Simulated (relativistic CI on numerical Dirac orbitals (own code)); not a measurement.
**Hyperfine structure of La33+, mass number 138**

Computed by Dirac-Coulomb-Breit CI, separate exchange-only KLI orbitals for each configuration, model QED (radiative potential, 1s self-energy scaled to tabulated hydrogen-like ionisation energies), unscaled Slater integrals (own radial code, finite nucleus).

CI space (outside the closed core [Ne]): 3s2 3p6 3d6, 3s2 3p5 3d7, 3s2 3p4 3d8, 3s 3p6 3d7, 3p6 3d8, 3s 3p5 3d8, 3s2 3p6 3d5 4s, 3s2 3p6 3d5 4p, 3s2 3p6 3d5 4d, 3s2 3p4 3d7 4s, 3s2 3p5 3d6 4s, 3s2 3p6 3d5 4f, 3s2 3p6 3d4 4s2, 3s 3p6 3d6 4s, 3p6 3d7 4s, 3s2 3p6 3d5 5s. Levels of other configurations are missing.

Nuclear spin I = 5, μ = 3.7084 μN, Q = 0.39 b (tables of Stone and Pyykkö). The electronic factors are computed for point nuclear moments, without core polarisation or the Bohr-Weisskopf and QED corrections.

```json
{"Level": "3s2 3p6 3d6 5D_4", "E (cm⁻¹)": "0.0", "A (MHz)": "10540", "B (MHz)": "10600"}
{"Level": "3s2 3p6 3d6 5D_3", "E (cm⁻¹)": "114645.0", "A (MHz)": "7058", "B (MHz)": "1660"}
{"Level": "3s2 3p6 3d6 5D_1", "E (cm⁻¹)": "138590.7", "A (MHz)": "9649", "B (MHz)": "-3830"}
{"Level": "3s2 3p6 3d6 3G_5", "E (cm⁻¹)": "189198.9", "A (MHz)": "13970", "B (MHz)": "4220"}
{"Level": "3s2 3p6 3d6 3H_6", "E (cm⁻¹)": "190213.6", "A (MHz)": "15270", "B (MHz)": "-8380"}
{"Level": "3s2 3p6 3d6 3F_2", "E (cm⁻¹)": "218457.2", "A (MHz)": "18070", "B (MHz)": "-7350"}
{"Level": "3s2 3p6 3d6 5D_2", "E (cm⁻¹)": "259838.9", "A (MHz)": "8682", "B (MHz)": "216"}
{"Level": "3s2 3p6 3d6 3D_1", "E (cm⁻¹)": "291781.3", "A (MHz)": "13800", "B (MHz)": "6430"}
```

Levels with J = 0, under 50 % of one LS term, or S terms without an open s electron are left out. Small factors come from cancelling terms and can be off by tens of per cent or more.

At this charge energies of transitions that change n are usually good to better than 1 %, and those within a shell (Δn = 0) to a few per cent. Terms inside the open d or f shell come out 10 to 20 % too wide with unscaled integrals.

Task: Give the hyperfine levels of 3s2 3p6 3d6 5D_4 relative to its centre of gravity.

Result: With K = F(F + 1) − I(I + 1) − J(J + 1), E = AK/2 + B[¾K(K + 1) − I(I + 1)J(J + 1)]/[2I(2I − 1)J(2J − 1)]: F = 1: -248300, F = 2: -228400, F = 3: -198300, F = 4: -157800, F = 5: -106700, F = 6: -44490, F = 7: 29220, F = 8: 115000, F = 9: 213400 MHz.

LS names give the leading component of a level, which can be under half, so a name can repeat, a term be missing and a line seem to break the LS rules.
